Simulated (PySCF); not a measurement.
## Bond curve of TlB

Set-up: basis Tl cc-pVDZ-PP with ECP60, B cc-pVDZ; scalar-relativistic core potentials; PySCF 2.14. Energies in eV from Tl + B in their ground configurations at the same level. State: ³Π (triplet), unpaired electrons σ ↑, π ↑.

| R (Å) | UHF-CCSD | UHF-MP2 | PBEsol | BHandHLYP |
| --- | --- | --- | --- | --- |
| 2.142 |  | -0.838 | -1.595 | -0.858 |
| 2.242 | -0.956 | -1.083 | -1.816 | -1.103 |
| 2.341 | -1.100 | -1.216 | -1.937 | -1.238 |
| 2.416 | -1.154 | -1.261 | -1.979 | -1.286 |
| 2.491 | -1.172 | -1.269 | -1.990 | -1.300 |
| 2.566 | -1.163 | -1.248 | -1.977 | -1.287 |
| 2.665 | -1.120 | -1.186 | -1.932 | -1.238 |
| 2.790 | -1.031 | -1.071 | -1.845 | -1.143 |
| 2.939 | -0.895 | -0.899 | -1.715 | -0.999 |
| 3.139 |  | -0.663 | -1.523 | -0.787 |

Task: Put a parabola through the three lowest points of the UHF-CCSD curve and estimate Re, k and ωe (reduced mass 10.45 u; 1 eV/Å² = 0.16022 mdyn/Å; ωe = 1302.8·√(k/μ) cm⁻¹).

Result: Through R = 2.416, 2.491, 2.566 Å the second-order coefficient is 2.40 eV/Å², so Re ≈ 2.504 Å, k ≈ 0.769 mdyn/Å and ωe ≈ 353 cm⁻¹. A polynomial fit of higher order to the unrounded UHF-CCSD energies gives Re = 2.502 Å, k = 0.750 mdyn/Å, ωe = 349 cm⁻¹; anharmonicity and rounding make the difference.

The higher-order fit for each curve: UHF-CCSD: Re = 2.502 Å, ωe = 349 cm⁻¹, De = 1.17 eV; UHF-MP2: Re = 2.472 Å, ωe = 376 cm⁻¹, De = 1.27 eV; PBEsol: Re = 2.484 Å, ωe = 338 cm⁻¹, De = 1.99 eV; BHandHLYP: Re = 2.489 Å, ωe = 354 cm⁻¹, De = 1.30 eV.

Correlated steps freeze 5 core orbitals. Correlated levels converge slowly with the basis: in double zeta they bind strong bonds too weakly, by up to about 1 eV, and carry superposition errors of some tenths. These are scalar-relativistic numbers at best; spin–orbit coupling would shift them, the dissociation energy most. The state is the lowest determinant that a PBE0 search found; another state may lie lower at other levels.
